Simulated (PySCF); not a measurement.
## UHF on As (arsenic, neutral)

Configuration: [Ar] 3d10 4s2 4p3, high-spin 4S determinant. Computed with PySCF 2.14 in cc-pVDZ-PP with ECP10MDF (4s3p2d, 23 functions), with a scalar-relativistic core potential.

```
Total energy             : -331.197352 hartree
One-electron energy      : -587.0220 hartree
Hartree (Coulomb) energy : 281.5466 hartree
Exchange energy          : -25.7220 hartree
⟨S²⟩                     : 3.7509
⟨L²⟩                     : 0.000
Sum of ⟨r⟩               : 23.08 bohr
Sum of ⟨r²⟩              : 39.94 bohr²
Time after the integrals : 0.1 s of wall time on 1 thread of Neoverse-N1 (shared host)
```

```
shell  electrons  mean orbital energy (hartree)  rms radius, mean of both spins (bohr)
 3s α          1                       -8.09363                                  0.641
 3s β          1                       -8.07719                                  0.641
 3p α          3                       -6.00871                                  0.668
 3p β          3                       -5.98953                                  0.668
 3d α          5                       -2.07653                                  0.744
 3d β          5                       -2.06365                                  0.744
 4s α          1                       -0.83090                                   2.14
 4s β          1                       -0.57276                                   2.14
 4p α          3                       -0.36755                                   2.69
```

Energies and moments cover only the electrons outside the core potential.
